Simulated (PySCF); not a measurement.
**A small calculation by hand: chemical shift, span and skew from a shielding tensor**

C3H6BBr, SMILES CB(C=C)Br. Atoms are numbered in the order given.

```xyz
11

B      0.3025    -0.5541     0.0000
Br    -0.2046     1.3132     0.0000
C      1.8314    -0.8799     0.0000
H      2.0648    -1.9541     0.0000
H      2.3124    -0.4179     0.8783
H      2.3124    -0.4179    -0.8783
C     -0.8569    -1.5814     0.0000
C     -0.6476    -2.9084     0.0000
H     -1.8931    -1.2233     0.0000
H     -1.4707    -3.6312     0.0000
H      0.3627    -3.3310     0.0000
```
Charge 0, spin multiplicity 1.

Geometry: PBE0-D3(BJ)/def2-SVP. The values are those of a single conformer.

GIAO shieldings from B3LYP/pcSseg-1 run with PySCF, non-relativistic, no solvent. The symmetric part of the tensor of C8 has the principal values -91.2, 22.6, 156.6 ppm. The same nucleus in TMS has σ = 181.3 ppm at this level (PySCF, at its B3LYP-D3(BJ)/def2-TZVP geometry). Without spin–orbit terms, shifts of atoms bonded to Cl or Br come out too high.

**Question.** Work out the isotropic shielding, the ¹³C shift against TMS, the span and the skew.

**Answer.** 
σ(iso) = (σ11 + σ22 + σ33)/3 = 29.3 ppm. δ = σ(ref) − σ(iso) = 181.3 − (29.3) = 152.0 ppm.
Span Ω = σ33 − σ11 = 247.8 ppm. Skew κ = 3(σ(iso) − σ22)/Ω = 0.08. Tumbling in solution averages the tensor to δ; in a static solid the shielding alone would spread this spin-1/2 line over Ω.
